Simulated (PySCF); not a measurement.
# Bond length, frequency and bond energy of BeH by level of theory

State: ²Σ⁺ (doublet), unpaired electrons σ ↑. Set-up: PySCF, no relativity, basis sets Be aug-pcseg-1, H aug-pcseg-1. De refers to Be + H in their ground configurations, without counterpoise correction. The functionals are run spin-unrestricted. A positive dipole means Be(−)H(+).

```
      Level  Re (Å)  ωe (cm⁻¹)  De (eV)  μ (D)  CPU s a point (SCF and correlation, without the integrals)
        UHF   1.344       2129     2.08  -0.28                                                       0.022
    UHF-MP2   1.342       2108     2.14    n/a                                                       0.031
UHF-SCS-MP2   1.342       2102     2.13    n/a                                                         n/a
   UHF-CCSD   1.349       2039     1.85    n/a                                                         n/a
UHF-CCSD(T)   1.350       2034     1.86    n/a                                                        0.23
        PBE   1.362       1992     2.32  -0.25                                                        0.17
       BP86   1.362       1991     2.44  -0.26                                                        0.12
     r²SCAN   1.356       2029     2.53  -0.29                                                        0.26
      TPSSh   1.355       2031     2.52  -0.19                                                         0.3
       PBE0   1.354       2043     2.34  -0.25                                                        0.25
      ωB97X   1.356       2036     2.26  -0.19                                                        0.19
     B2PLYP   1.344       2078     2.29  -0.29                                                        0.14
```

Problem. Which functional lies closest to UHF-CCSD(T) in De, which farthest, and by how much do they differ from it?

Solution. Closest is ωB97X (+0.6 pm in Re, +0.1 % in ωe, +0.40 eV in De against UHF-CCSD(T) in the same basis), farthest r²SCAN (+0.6 pm in Re, -0.2 % in ωe, +0.67 eV in De). CCSD(T) converges more slowly with the basis than the functionals do and binds too weakly in this one, so the order can change at the basis-set limit.

Problem. What does the step from GGA to meta-GGA do here, going from PBE to r²SCAN?

Solution. r²SCAN less PBE: -0.6 pm in Re, +1.9 % in ωe, +0.21 eV in De. 

Problem. What does second-order correlation do here, going from UHF to UHF-MP2?

Solution. UHF-MP2 less UHF: -0.2 pm in Re, -1.0 % in ωe, +0.06 eV in De. Correlation nearly always deepens the well. The bond shortens, as in weak, metallic or heavy-atom bonds, where dispersion and the correlation of outer-core electrons pull the atoms together.

Correlated steps freeze no core orbitals. Correlated levels converge slowly with the basis: in double zeta they bind strong bonds too weakly, by up to about 1 eV, and carry superposition errors of some tenths. B2PLYP dipoles, levels and charges come from its SCF part alone. The state is the lowest determinant that a PBE0 search found; another state may lie lower at other levels.

The whole job (state search and all levels along the bond) took about 0.4 min on 1 thread of Arm Neoverse V1 (shared host), peak memory 0.31 GiB.
